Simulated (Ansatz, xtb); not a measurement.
## Isomers of BFHInO in order of energy

3 gas-phase structures of BFHInO, found in a search over its isomers (lower ones may exist). Each was relaxed with GFN2-xTB:

A. `O=[B][InH][F]`, a singlet
B. a singlet given by its coordinates
C. a singlet given by its coordinates

B (Å):

| atom | x (Å) | y (Å) | z (Å) |
| --- | --- | --- | --- |
| B | -1.8702 | -0.0064 | -0.5586 |
| F | -1.8793 | 0.2662 | -1.9817 |
| In | -1.3825 | 2.7218 | -1.2021 |
| O | -1.6469 | 1.0088 | 0.1824 |
| H | -2.0716 | -1.1310 | -0.3024 |

Close contacts (Å): B1–F2 1.45, B1–In3 2.85, B1–O4 1.28, In3–O4 2.22, B1–H5 1.17.

C (Å):

```
atom    x (Å)    y (Å)    z (Å)
   B  -0.6303  -0.1006   1.0105
   F  -0.2682   1.1511  -1.8470
  In  -0.1486  -0.8534  -2.3924
   O  -0.5008  -0.9827   0.2252
   H  -0.7563   0.7351   1.7800
```

Close contacts (Å): B1–O4 1.19, F2–In3 2.08, In3–O4 2.64, B1–H5 1.14.

Question: Estimate their order in r2SCAN-D4/def2-SVP energy at these geometries, lowest first.

Answer: Calculated order at r2SCAN-D4/def2-SVP: B (0.0), C (151.2), A (252.0) kJ/mol.

Energies above the lowest of each column, in kJ/mol:

```csv
structure,GFN2-xTB,HF/STO-3G,r2SCAN-D4/def2-SVP
B,0.0,0.0,0.0
C,18.2,295.6,151.2
A,335.9,124.2,252.0
```

Every level run on B puts it lowest or level with the lowest. Some further structures that were screened fall inside this span and aren't listed. Flexible structures stand in one conformer each, not always the lowest. Frequencies (PBE-D3(BJ)/def2-SVP) were run for B alone. Atoms past krypton carry core potentials in the def2 sets, without spin–orbit terms.

Programs: Ansatz 0.2.0, xtb 6.7.1.
